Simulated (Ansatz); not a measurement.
(HGaSe)4 cubane (Ga4H4Se4). The state is a triplet with charge 0. Geometry PBE-D4/def2-SVP, that of the neutral singlet; atoms count from 1.

```xyz
12

Ga    1.2804   -0.7366    1.3219
H     2.2928   -1.3194    2.3679
Se    2.1763    0.4790   -0.6767
Ga    0.3360   -0.8196   -1.7734
H     0.6018   -1.4674   -3.1763
Se   -0.2768   -2.3077    0.1462
Ga   -1.8522   -0.4081    0.5763
H    -3.3172   -0.7312    1.0325
Se   -0.3948    0.9633    2.0832
Ga    0.2359    1.9642   -0.1248
H     0.4226    3.5179   -0.2240
Se   -1.5046    0.8654   -1.5527
```

Single mean-field runs in def2-TZVP are fitted with def2-universal-jkfit. At PBE0-D4/def2-TZVP a singlet of charge 0 lies 4.60 eV below the triplet at the same geometry.

(1) Estimate the Mulliken populations from the PBE0/def2-TZVP orbitals of Ansatz.

(2) Where does the spin sit?

(3) And the Mayer bond orders between heavy atoms (over 0.3)?

Answers

(1) 
```
atom  charge (e)  spin (α − β)
 Ga1        0.37          0.09
  H2       -0.01          0.04
 Se3       -0.37          0.11
 Ga4        0.37          0.09
  H5       -0.01          0.04
 Se6       -0.37          0.11
 Ga7        0.35          0.20
  H8       -0.05          0.06
 Se9       -0.30          0.50
Ga10        0.35          0.20
 H11       -0.05          0.06
Se12       -0.30          0.50
```
Mulliken values depend strongly on the basis.

(2) Summed by element: Ga 0.58, H 0.20, Se 1.21, of 2 unpaired in all. Largest on single atoms: Se9 0.50, Se12 0.50, Ga10 0.20.

(3) Ga1–Se3 0.70 (2.50 Å); Ga1–Se6 0.70 (2.51 Å); Ga1–Se9 0.75 (2.51 Å); Se3–Ga4 0.70 (2.51 Å); Se3–Ga10 0.65 (2.51 Å); Ga4–Se6 0.70 (2.50 Å); Ga4–Se12 0.75 (2.51 Å); Se6–Ga7 0.65 (2.51 Å); Ga7–Se9 0.56 (2.51 Å); Ga7–Se12 0.56 (2.50 Å); Se9–Ga10 0.56 (2.50 Å); Ga10–Se12 0.56 (2.51 Å).
